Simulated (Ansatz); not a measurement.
Cd13H30S13, relaxed as a singlet with RKS r2SCAN-D4/def2-SVP in Ansatz, starting from the GFN1-xTB geometry. Force threshold 0.03 eV/Å.

In the def2 sets Cd takes a core potential; there is no spin–orbit coupling. Single mean-field runs in def2-SVP are fitted with def2-universal-jkfit.

Start:

Cartesian coordinates in Å:
```
Cd 3.0562 1.2872 0.3593
Cd 3.3512 -2.8786 -2.0572
Cd 4.6831 -2.8705 1.9318
Cd 0.6430 -0.7503 3.1776
Cd 1.1974 -4.6955 0.4739
Cd 1.6280 1.8012 -4.2253
Cd 1.6958 5.2556 -1.8371
Cd -0.7009 2.8883 1.4908
Cd -1.7153 3.2344 -3.2031
Cd -0.4389 -0.5110 -0.7461
Cd -3.6157 -2.6342 1.9174
Cd -4.8104 0.6244 0.4220
Cd -3.6715 0.7168 4.4584
S 3.9599 -1.1427 -0.3494
S 2.6367 2.4543 -2.0206
S 3.2075 -0.6327 -3.9080
S 0.6169 0.7031 1.0295
S 0.8007 -2.7841 -1.3229
S 1.7487 -3.0046 2.2408
S -1.9539 -1.4190 3.3585
S -1.4903 -4.6080 1.5947
S -0.5346 0.8635 -3.0157
S -0.7952 3.9419 -0.9784
S -3.1799 1.9288 1.8060
S -4.1062 2.5095 -1.6989
S -2.9481 -1.1674 -0.1878
H 4.0972 2.1086 1.3136
H 4.0032 -4.1106 -2.9070
H 5.1263 -1.7828 3.0925
H 4.9285 -4.3161 1.1034
H 1.2754 -0.2668 4.6025
H 1.4480 -6.2603 0.0767
H 1.6921 2.1674 -5.8153
H 2.3523 5.7751 -0.4112
H 1.3208 5.5168 -3.4568
H -0.2790 3.9791 2.6257
H -2.2660 3.8614 -4.6089
H -5.0004 -3.4903 2.0309
H -6.4104 0.3577 0.2486
H -2.6429 1.5544 5.4479
H -5.1771 0.0284 4.1597
H 5.1861 -0.8410 -0.7480
H 3.8805 2.7083 -2.3959
H 3.4694 -0.0138 -2.7744
H 4.4102 -0.4164 -4.4017
H 0.1260 -3.3433 -2.3158
H 1.7095 -3.7671 3.3224
H -1.9451 -2.2065 4.4231
H -0.8789 -3.6965 2.3233
H -1.5632 -5.4716 2.5871
H -1.1427 0.0944 -3.9061
H -1.5173 5.0297 -0.7582
H -3.8635 3.0480 1.9888
H -3.3017 2.9016 -0.7322
H -4.8811 3.5690 -1.5909
H -3.4205 -1.8272 -1.2342
```

| step | energy (eV) | largest force component (eV/Å) | SCF passes |
| --- | --- | --- | --- |
| 1 | -200661.0915 | 1.126 | 19 |
| 2 | -200662.1594 | 0.447 | 25 |
| 3 | -200662.4775 | 0.080 | 23 |
| 4 | -200662.6218 | 0.116 | 19 |
| 5 | -200662.7651 | 0.142 | 20 |
| 6 | -200662.9231 | 0.152 | 20 |
| 7 | -200663.0912 | 0.211 | 19 |
| 8 | -200663.2857 | 0.214 | 20 |
| 9 | -200663.4419 | 0.185 | 20 |
| 10 | -200663.5275 | 0.214 | 19 |
| 11 | -200663.5916 | 0.150 | 19 |
| 12 | -200663.6633 | 0.155 | 22 |
| 13 | -200663.7077 | 0.366 | 19 |
| 14 | -200663.7698 | 0.711 | 19 |
| 15 | -200663.8961 | 0.722 | 19 |
| 16 | -200664.0499 | 0.571 | 23 |
| 17 | -200664.1346 | 0.188 | 20 |
| 18 | -200664.1731 | 0.171 | 19 |
| 19 | -200664.1894 | 0.136 | 19 |
| 20 (rejected) | -200664.1636 | 0.188 | 19 |
| 21 (rejected) | -200664.1855 | 0.197 | 19 |
| 22 | -200664.2026 | 0.026 | 19 |
| 23 | -200664.2049 | 0.038 | 20 |
| 24 | -200664.2058 | 0.025 | 21 |

Force components are those of the run's own axes.

End:

Cartesian coordinates in Å:
```
Cd 3.087 1.528 0.652
Cd 3.322 -2.604 -2.083
Cd 4.167 -2.851 1.798
Cd 0.887 -0.513 3.353
Cd 2.254 -5.030 0.416
Cd 1.466 2.865 -4.496
Cd 1.681 4.726 -1.885
Cd -0.507 2.952 1.819
Cd -1.823 3.173 -2.959
Cd -0.433 -0.496 -0.727
Cd -3.344 -2.683 1.941
Cd -5.361 0.290 1.324
Cd -3.554 0.751 3.941
S 3.918 -0.998 -0.100
S 2.857 2.308 -1.929
S 2.643 -0.742 -3.996
S 0.672 0.769 1.128
S 0.874 -2.740 -1.024
S 1.558 -2.970 2.444
S -1.793 -1.182 3.427
S -1.486 -4.497 1.023
S -0.289 0.989 -2.872
S -0.600 3.924 -0.766
S -3.095 2.175 1.705
S -4.031 1.947 -1.858
S -2.912 -0.916 -0.014
H 4.240 2.359 1.565
H 4.153 -3.886 -2.806
H 5.424 -2.939 2.918
H 3.811 -4.205 0.383
H 1.507 -0.100 4.869
H 1.186 -6.312 0.355
H 2.025 1.961 -5.783
H 2.486 6.166 -1.539
H 0.857 4.282 -3.643
H -0.154 4.145 2.963
H -2.273 4.006 -4.359
H -4.808 -3.472 2.248
H -6.395 0.710 0.082
H -3.842 1.434 5.455
H -4.879 -0.317 2.907
H 5.242 -0.782 -0.277
H 4.120 2.784 -2.043
H 2.816 0.391 -3.234
H 3.873 -0.658 -4.556
H 0.198 -3.360 -2.018
H 1.753 -3.522 3.665
H -1.868 -1.781 4.638
H -0.375 -3.963 1.636
H -1.689 -5.415 1.999
H -0.882 0.224 -3.817
H -1.106 5.160 -0.551
H -3.609 3.332 2.182
H -3.708 2.121 -0.531
H -4.832 3.038 -1.896
H -3.429 -1.576 -1.075
```

Bonds formed: Cd5–H30, Cd6–H35, Cd12–H41 (atoms count from 1). Metal–metal contacts that move far: Cd6–Cd7 4.20 to 3.21 Å, Cd3–Cd5 4.20 to 3.21 Å, Cd12–Cd13 4.20 to 3.21 Å.

The force fell under the threshold at step 22, but the optimiser went on and released 0.003 eV more. No frequencies were taken in this run, so the end may be a saddle point.

It took 2 min on 11 threads of AMD EPYC 7R13 on a shared host and a whole NVIDIA H100 80GB HBM3.
